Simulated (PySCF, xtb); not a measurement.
GeF₂Cl₂, SMILES [Cl][Ge]([F])([F])[Cl].

Harmonic wavenumbers (cm⁻¹) from GFN2-xTB run with xtb at its own minimum, in rising order: 101, 121, 139, 176, 182, 337, 407, 459, 464.

Question: What does PySCF with PBE-D3(BJ)/def2-SVP give at its own minimum? (Estimate from the structure and the level; the computed values follow.)

Answer: 129, 158, 186, 227, 230, 414, 468, 711, 739. Paired by order, the mean absolute difference is 97 cm⁻¹ and the zero-point energies are 3.4 and 4.7 kcal/mol.
